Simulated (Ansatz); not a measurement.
Basis sets compared for the cluster Al₄Sb₄. Charge 0, multiplicity 1. Geometry r2SCAN-D4/def2-SVP. Ansatz on 4 threads of Arm Neoverse V1 on a shared host; times are rough, and most runs start from earlier orbitals.

Cartesian coordinates in Å:
```
Al 2.129 1.003 0.270
Al -1.818 -0.235 -2.376
Al 1.385 -0.688 2.086
Al -0.786 0.709 0.249
Sb 0.799 0.666 -2.110
Sb 0.217 1.701 2.395
Sb 0.469 -1.786 -0.483
Sb -2.396 -1.370 -0.032
```

In the def2 sets Sb takes a core potential; there is no spin–orbit coupling. The restricted singlet is unstable towards broken spin symmetry in Hartree–Fock (as tested in another run); at PBE-D4/def2-TZVP, PBE-D4/def2-TZVPD, PBE0-D4/def2-SVP, PBE0-D4/def2-TZVP this wasn't settled. The structure comes from a short search, and lower isomers may exist.

Binding counts from free atoms (Al doublet, Sb quartet) in the same basis, without a counterpoise term.

```json
{"level": "PBE-D4/def2-SVP", "functions": "176", "energy (Eh)": "-1930.1045", "HOMO (eV)": "-4.66", "LUMO (eV)": "-3.97", "binding per atom (eV)": "2.49", "wall time": "4.8 s"}
{"level": "PBE-D4/def2-TZVPD", "functions": "396", "energy (Eh)": "-1930.4793", "HOMO (eV)": "-4.61", "LUMO (eV)": "-3.93", "binding per atom (eV)": "2.51", "wall time": "16 s"}
{"level": "PBE0-D4/def2-SVP", "functions": "176", "energy (Eh)": "-1930.2164", "HOMO (eV)": "-5.28", "LUMO (eV)": "-3.59", "binding per atom (eV)": "2.33", "wall time": "10 s"}
```

(1) Estimate the rows for PBE-D4/def2-TZVP, PBE0-D4/def2-TZVP.

## Answers

(1) 
```tsv
level	functions	energy (Eh)	HOMO (eV)	LUMO (eV)	binding per atom (eV)	wall time
PBE-D4/def2-TZVP	348	-1930.4782	-4.61	-3.93	2.51	11 s
PBE0-D4/def2-TZVP	348	-1930.5840	-5.22	-3.51	2.37	29 s
```
